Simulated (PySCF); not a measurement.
# Reading the logs of faulty runs: AlBGeH4N cation

All numbers below are calculated, not measured. The program is PySCF 2.14.0, an open-source quantum chemistry code, run on an isolated molecule that a program drew, which may never have been made. The molecule is AlBGeH4N cation (charge +1, singlet), drawn as the SMILES string `[BH2][Al+][N]=[GeH2]`.

Each row is a Hartree-Fock (HF) and frozen-core CCSD(T) single point in the cc-pV(D+d)Z basis, meant for a local HF minimum. Run 1 is clean. Each other run has one planted mistake out of seven kinds, and not every kind appears here: one electron removed, one electron added, multiplicity raised by two, geometry at a saddle point, minimal basis STO-3G, one bond length entered in bohr, all coordinates scaled. The reference is restricted for singlets and unrestricted otherwise, and also for a bond in bohr. Adding or removing an electron swaps singlet and doublet. Electrons count all cores. HOMO and LUMO are orbital energies over both spins, the gradient is its largest component, and the lowest frequency (negative if imaginary) is given only where the gradient is small. Bond lengths are over the 7 bonds as drawn. T1 is the CCSD diagnostic: over 0.02 (restricted) or 0.045 (unrestricted) a single reference is doubtful. Germanium has the cc-pVDZ-PP basis, with a core potential (ECP10MDF) in place of its 10 inner electrons, and its 3s, 3p and 3d shells are frozen in CCSD(T).

Geometry of the clean run:
```xyz
8
AlBGeH4N cation, angstrom
B     0.5634   -0.6367   -3.3475
Al    0.8124   -1.3808   -1.3394
N     1.0056   -1.9563    0.2126
Ge    1.2006   -2.5381    1.7850
H     0.1838    0.4809   -3.4978
H     0.8115   -1.3608   -4.2584
H     0.0639   -3.2176    2.5201
H     2.5196   -2.4017    2.5172
```

```
run,electrons,basis functions,<S^2>,HOMO (eV),LUMO (eV),gradient (hartree/bohr),lowest frequency (cm^-1),mean bond (Å),longest bond (Å),T1,HF (hartree),CCSD(T) (hartree),mistake
1,60,94,0.000,-14.88,-3.99,2.7e-05,49,1.5599,2.156,0.0199,-616.48111,-616.90628,no fault
2,60,94,2.018,-10.35,-5.82,1.2e-01,-,1.5599,2.156,0.0320,-616.38130,-616.77333,multiplicity raised by two
3,60,94,0.000,-14.88,-4.26,2.9e-05,-50,1.5601,2.157,0.0188,-616.48089,-616.90564,geometry at a saddle point
4,59,94,0.762,-20.69,-10.68,7.8e-02,-,1.5599,2.156,0.0228,-616.02761,-616.39908,?
5,61,94,0.844,-4.86,-0.17,6.6e-02,-,1.5599,2.156,0.0305,-616.63516,-617.08421,?
```

**Which mistake was planted in run 4, and what did it cost?**

It counts 59 electrons, one fewer than the clean run, at the same geometry and basis. So the mistake is: one electron removed. Subtracting run 1 and multiplying by 627.51 kcal/mol a hartree, the energy moved by 284.6 kcal/mol in HF and 318.3 kcal/mol in CCSD(T).

**Which mistake was planted in run 5, and what did it cost?**

It counts 61 electrons, one more than the clean run, at the same geometry and basis. So the mistake is: one electron added. Subtracting run 1 and multiplying by 627.51 kcal/mol a hartree, the energy moved by -96.7 kcal/mol in HF and -111.7 kcal/mol in CCSD(T).

